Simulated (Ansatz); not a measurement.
This geometry of a periodic cell of 63 atoms, GaSi62 (host Si, host structure diamond, dopant Ga, one Si atom removed) is a first-order saddle point.

Theory: DFT PBE, scalar-relativistic, plane waves, PAW in Ansatz 0.2.0. Settings: PAW set soft_1, cutoff 420 eV, k mesh 1x1x1, fermi-dirac smearing 0.05 eV, spin collinear.

```xyz
63
Lattice="10.8600 0.0000 0.0000 0.0000 10.8600 0.0000 0.0000 0.0000 10.8600" Properties=species:S:1:pos:R:3
Si 5.428 0.012 0.012
Si 6.801 1.342 1.388
Si 8.124 2.717 0.008
Si 9.503 4.083 1.342
Si 8.164 -0.022 2.748
Si 9.538 1.266 4.158
Si -0.002 0.013 0.003
Si 1.374 1.368 1.359
Si 2.700 2.745 -0.016
Si 4.071 4.072 1.354
Si 5.396 5.443 -0.017
Si 6.775 6.768 1.357
Si 8.133 8.143 -0.001
Si 9.503 9.500 1.356
Si 2.727 0.014 2.710
Si 4.103 1.342 4.084
Si 5.430 2.713 2.714
Si 6.801 4.038 4.085
Si 8.128 5.416 2.712
Si 9.502 6.776 4.069
Si 5.463 -0.022 5.448
Si 6.870 1.269 6.822
Si 8.164 2.674 5.448
Si 9.502 4.067 6.786
Si 8.273 -0.135 8.174
Si 9.501 1.359 9.513
Si -0.037 5.507 -0.083
Si 1.336 6.806 1.318
Si 2.623 8.180 -0.092
Si 4.052 9.495 1.336
Si -0.006 2.695 2.731
Si 1.370 4.071 4.056
Si 2.700 5.443 2.680
Si 4.074 6.766 4.060
Si 5.440 8.144 2.725
Si 6.864 9.465 4.149
Si 0.033 -0.137 5.560
Si 1.371 1.360 6.785
Si 2.725 2.718 5.408
Si 4.056 4.085 6.788
Si 5.429 5.415 5.413
Si 6.785 6.776 6.787
Si 8.267 8.117 5.552
Ga 10.191 8.836 7.467
Si 2.719 0.013 8.142
Si 4.076 1.367 9.519
Si 5.445 2.696 8.139
Si 6.772 4.071 9.514
Si 8.134 5.426 8.140
Si 9.474 6.910 9.374
Si -0.002 8.144 2.711
Si 1.370 9.499 4.066
Si -0.004 5.425 5.417
Si 1.226 6.912 6.756
Si 2.716 8.143 5.416
Si 4.071 9.499 6.787
Si -0.003 2.712 8.141
Si 1.336 4.104 9.480
Si 2.630 5.509 8.106
Si 4.033 6.806 9.480
Si 5.426 8.144 8.142
Si 6.783 9.498 9.512
Si 1.221 9.536 9.366
```

(1) Which two structures does it join? (They come from a converged band through this point; their orientation in space is the band's.)

(2) How far does it lie above each of them?

Results:

(1) The atom that moves furthest is Ga44, by 2.33 Å; four of its nearest neighbours are Si43 2.40, Si37 2.40, Si25 2.40, Si54 3.72 Å at the first end and Si54 2.40, Si50 2.40, Si63 2.40, Si25 3.74 Å at the last.

Image 0:

```xyz
63
Lattice="10.8600 0.0000 0.0000 0.0000 10.8600 0.0000 0.0000 0.0000 10.8600" Properties=species:S:1:pos:R:3
Si 5.416 -0.005 0.011
Si 6.790 1.345 1.368
Si 8.140 2.722 0.014
Si 9.507 4.075 1.345
Si 8.152 -0.015 2.723
Si 9.516 1.329 4.091
Si -0.014 -0.019 -0.025
Si 1.367 1.345 1.342
Si 2.704 2.722 -0.013
Si 4.072 4.065 1.354
Si 5.413 5.434 -0.014
Si 6.791 6.770 1.342
Si 8.160 8.149 -0.025
Si 9.503 9.495 1.353
Si 2.729 -0.003 2.695
Si 4.083 1.346 4.074
Si 5.429 2.709 2.713
Si 6.794 4.055 4.074
Si 8.141 5.411 2.694
Si 9.500 6.758 4.046
Si 5.440 -0.014 5.434
Si 6.806 1.331 6.798
Si 8.151 2.696 5.434
Si 9.502 4.066 6.784
Si 8.146 -0.006 8.220
Si 9.500 1.375 9.521
Si -0.014 5.465 -0.046
Si 1.345 6.790 1.340
Si 2.672 8.151 -0.043
Si 4.063 9.490 1.345
Si 0.001 2.711 2.712
Si 1.371 4.078 4.077
Si 2.705 5.434 2.698
Si 4.060 6.769 4.076
Si 5.428 8.139 2.712
Si 6.810 9.482 4.094
Si 0.081 -0.009 5.428
Si 1.378 1.372 6.785
Si 2.729 2.722 5.426
Si 4.062 4.076 6.791
Si 5.414 5.408 5.423
Si 6.762 6.757 6.785
Si 8.146 8.055 5.432
Ga 9.509 9.488 6.791
Si 2.694 -0.020 8.131
Si 4.061 1.344 9.513
Si 5.427 2.712 8.146
Si 6.793 4.078 9.514
Si 8.157 5.444 8.131
Si 9.537 6.846 9.432
Si -0.003 8.142 2.708
Si 1.382 9.496 4.046
Si -0.013 5.445 5.440
Si 1.281 6.853 6.824
Si 2.690 8.148 5.443
Si 4.070 9.494 6.785
Si -0.003 2.715 8.140
Si 1.349 4.083 9.489
Si 2.670 5.469 8.126
Si 4.054 6.792 9.488
Si 5.425 8.142 8.141
Si 6.767 9.497 9.522
Si 1.293 9.464 9.436
```

Image 4:

```xyz
63
Lattice="10.8600 0.0000 0.0000 0.0000 10.8600 0.0000 0.0000 0.0000 10.8600" Properties=species:S:1:pos:R:3
Si 5.439 0.015 -0.008
Si 6.796 1.349 1.370
Si 8.130 2.706 -0.008
Si 9.498 4.073 1.357
Si 8.153 -0.008 2.729
Si 9.516 1.316 4.114
Si -0.001 0.026 0.021
Si 1.358 1.375 1.371
Si 2.708 2.730 -0.007
Si 4.070 4.075 1.355
Si 5.415 5.437 -0.007
Si 6.770 6.787 1.371
Si 8.119 8.146 0.021
Si 9.503 9.502 1.360
Si 2.707 0.015 2.724
Si 4.085 1.349 4.081
Si 5.427 2.718 2.712
Si 6.796 4.060 4.081
Si 8.130 5.438 2.724
Si 9.512 6.803 4.092
Si 5.444 -0.008 5.438
Si 6.829 1.316 6.801
Si 8.153 2.701 5.438
Si 9.503 4.070 6.788
Si 8.211 -0.066 8.109
Si 9.512 1.338 9.487
Si -0.016 5.454 -0.024
Si 1.348 6.797 1.343
Si 2.691 8.161 -0.024
Si 4.072 9.507 1.357
Si -0.008 2.709 2.721
Si 1.358 4.059 4.055
Si 2.708 5.437 2.700
Si 4.086 6.787 4.055
Si 5.436 8.153 2.721
Si 6.829 9.489 4.114
Si -0.036 -0.066 5.496
Si 1.342 1.338 6.797
Si 2.707 2.706 5.415
Si 4.072 4.073 6.783
Si 5.439 5.438 5.415
Si 6.807 6.803 6.797
Si 8.211 8.181 5.496
Ga 10.854 8.151 8.139
Si 2.736 0.026 8.144
Si 4.086 1.375 9.503
Si 5.436 2.709 8.137
Si 6.770 4.059 9.503
Si 8.119 5.409 8.144
Si 9.418 6.790 9.500
Si -0.003 8.148 2.714
Si 1.342 9.493 4.092
Si -0.001 5.409 5.404
Si 1.355 6.790 6.703
Si 2.736 8.146 5.404
Si 4.075 9.502 6.788
Si -0.003 2.716 8.142
Si 1.348 4.087 9.493
Si 2.691 5.454 8.129
Si 4.058 6.797 9.493
Si 5.429 8.148 8.142
Si 6.807 9.493 9.487
Si 1.355 9.587 9.500
```

(2) 0.106 eV above the first and 0.106 eV above the second. This is the barrier of this one path; another mechanism may lie lower. Limits of this set-up: coarse k mesh, a typed lattice constant that wasn't relaxed here.

The run took 2.4 min on 4 threads of Intel(R) Xeon(R) 6975P-C (Granite Rapids) (shared host), peak memory 3.5 GiB.
